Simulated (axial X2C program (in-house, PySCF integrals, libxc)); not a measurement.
# Spin–orbit effects along a row: molecules with Li, PBE0

Calculated with an in-house all-electron X2C program for linear molecules (integrals from PySCF), spin-free (one-electron X2C) or two-component (2c: spin–orbit coupling with atomic mean-field Coulomb and Gaunt terms, which also bring small scalar terms), in Dyall basis sets with cores contracted in-house; open shells are unrestricted.

Basis sets: As dyall-cv3z, Br dyall-v3z, Co dyall-cv3z, Cr dyall-cv3z, Cu dyall-cv3z, Fe dyall-cv3z, Ga dyall-cv3z, Ge dyall-cv3z, Li dyall-cv3z, Li dyall-v3z, Mn dyall-cv3z, Ni dyall-cv3z, V dyall-cv3z, Zn dyall-cv3z.

```tsv
molecule	spin-free state	Re (Å)	ωe (cm⁻¹)	De (eV)	2c state	Re 2c (Å)	ωe 2c (cm⁻¹)	De 2c (eV)
LiV	M_S = 2, Λ = 2	2.657	284.7	n/a	Ω = 4	2.658	284.6	n/a
LiCr	M_S = 5/2, Λ = 0	2.684	278.7	0.75	Ω = 5/2	2.685	278.5	0.75
LiMn	M_S = 3, Λ = 0	2.987	220.9	0.38	Ω = 3	2.988	220.7	0.38
LiFe	M_S = 3/2, Λ = 0	2.329	377.1	0.75	Ω = 3/2	2.330	376.8	n/a
LiCo	M_S = 1, Λ = 2	2.355	366.0	1.23	Ω = 3	2.355	365.9	n/a
LiNi	M_S = 1/2, Λ = 2	2.269	393.3	1.49	Ω = 5/2	2.269	393.2	n/a
LiCu	M_S = 0, Λ = 0	2.280	386.9	1.72	Ω = 0	2.280	386.8	1.72
LiZn	M_S = 1/2, Λ = 0	2.933	163.1	0.18	Ω = 1/2	2.934	163.0	0.18
LiGa	M_S = 0, Λ = 0	2.865	280.9	0.85	Ω = 0	2.864	280.4	n/a
LiGe	M_S = 3/2, Λ = 0	2.396	403.8	1.68	Ω = 3/2	2.396	403.3	n/a
LiAs	M_S = 1, Λ = 0	2.414	439.2	1.65	Ω = 1	2.414	438.8	1.64
LiBr	M_S = 0, Λ = 0	2.168	563.3	4.24	Ω = 0	2.169	562.7	4.14
```

Each entry is the lowest single determinant of a limited PBE0 search at one distance. De goes to single-determinant-based atoms at the same level (for ions the charge split of lowest energy) and is withheld (n/a) where an atom does not fit its ground term or J level. Main or longest-lived isotopes. One determinant is a doubtful description, or other states lie close, for LiV, LiCr, LiMn, LiFe, LiCo, LiNi, LiGa, LiGe, LiAs; these need not be ground states, and all values refer to the states named. Some open-shell Ω = 0 determinants are out of reach, so the Ω given for LiV, LiMn, LiAs need not be the lowest component. With several unpaired electrons the Ω given is that of one determinant, not necessarily of the lowest component. The functionals have no current term, which raises determinants with orbital currents.
